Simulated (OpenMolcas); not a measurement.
An atom or ion with 30 electrons was computed by MS-RASPT2, IPEA 0.25 Eh, imaginary shift 0.1 Eh with spin-orbit coupling (OpenMolcas, ANO-RCC-VQZP, DKH2). The lowest levels that the run gave, each within 12 % of the measured value where one is at hand:

```tsv
J	Parity	E (cm⁻¹)	g
0	even	0.0	
0	odd	101502	
1	odd	103414	1.500
2	odd	107719	1.501
1	odd	152289	1.002
0	even	242467	
2	even	244103	1.101
1	even	245230	1.501
2	even	250575	1.400
```

Task: Which ion is it, and what are the configurations and terms?

Result: Br VI (Z = 35, charge +5; active space 2 electrons in 9 orbitals (RAS2 4s 4p; RAS3 4d, at most 2 electrons)). J, parity and g give the terms where levels are pure, and mixed ones are named by the computed weights; the size of the splittings, set against known spectra of the 30-electron sequence, gives the charge. In order, with the measured energies in cm⁻¹ (Moore, Atomic Energy Levels, vol. II, NSRDS-NBS 35 (1971 reprint of NBS Circular 467, 1952)): 4s² ¹S₀, 4s 4p ³P°₀ (104316), 4s 4p ³P°₁ (106431), 4s 4p ³P°₂ (111336), 4s 4p ¹P°₁ (151274), 4p² ³P₀ (244136), 4p² ¹D₂, 4p² ³P₁ (247406), 4p² ³P₂ (253892).

Active for correlation alone: 4d; no level in the range computed is led by a configuration that fills it, so any true level of that kind is missing. Some terms mix strongly with configurations of 4d, whose occupation reaches 0.18 (4p² ¹D). Computed and measured levels are paired by configuration, term and J; levels that our copy of the source lacks, or whose pairing is in doubt (as where it misses far off the trend of its configuration), stay unpaired and out of the deviations. Only configurations of the active space appear.

° marks odd parity.
